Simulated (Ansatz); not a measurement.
C12H4N4⁻, that is TCNQ with one electron more. The state is a doublet with charge -1. Geometry PBE-D4/def2-SVP; atoms count from 1.

```
atom   x (Å)   y (Å)   z (Å)
  N1  -4.134   2.079   1.177
  C2  -3.221   2.003   0.432
  C3  -2.118   1.899  -0.454
  C4  -2.103   2.771  -1.573
  N5  -2.078   3.491  -2.509
  C6  -1.058   0.948  -0.227
  C7  -1.072   0.070   0.900
  C8  -0.054  -0.843   1.119
  C9   1.058  -0.949   0.227
 C10   2.119  -1.899   0.454
 C11   3.222  -2.003  -0.432
 N12   4.135  -2.079  -1.177
 C13   2.103  -2.771   1.573
 N14   2.078  -3.491   2.509
 C15   1.072  -0.070  -0.901
 C16   0.054   0.843  -1.119
 H17  -1.917   0.128   1.605
 H18  -0.092  -1.508   1.996
 H19   1.917  -0.128  -1.605
 H20   0.092   1.508  -1.996
```

Question: Estimate the Mulliken populations from the PBE0/def2-SVP orbitals of Ansatz.

Answer: 
```csv
atom,charge (e),spin (α − β)
N1,-0.06,0.13
C2,-0.07,-0.08
C3,-0.32,0.30
C4,-0.07,-0.08
N5,-0.06,0.13
C6,0.14,0.04
C7,-0.06,0.03
C8,-0.06,0.03
C9,0.14,0.04
C10,-0.32,0.30
C11,-0.07,-0.08
N12,-0.06,0.13
C13,-0.07,-0.08
N14,-0.06,0.13
C15,-0.06,0.03
C16,-0.06,0.03
H17,0.03,0.00
H18,0.03,0.00
H19,0.03,0.00
H20,0.03,0.00
```
Mulliken values and Mayer orders depend strongly on the basis.

Question: Where does the spin sit?

Answer: Summed by element: N 0.52, C 0.48, H -0.01, of 1 unpaired in all. Largest on single atoms: C3 0.30, C10 0.30, N1 0.13.

Question: And the Mayer bond orders between bonded heavy atoms (over 0.3)?

Answer: N1–C2 2.90 (1.18 Å); C2–C3 1.17 (1.42 Å); C3–C4 1.17 (1.42 Å); C3–C6 1.29 (1.44 Å); C4–N5 2.90 (1.18 Å); C6–C7 1.23 (1.43 Å); C6–C16 1.23 (1.43 Å); C7–C8 1.51 (1.39 Å); C8–C9 1.23 (1.43 Å); C9–C10 1.29 (1.44 Å); C9–C15 1.23 (1.43 Å); C10–C11 1.17 (1.42 Å); C10–C13 1.17 (1.42 Å); C11–N12 2.90 (1.18 Å); C13–N14 2.90 (1.18 Å); C15–C16 1.51 (1.39 Å).
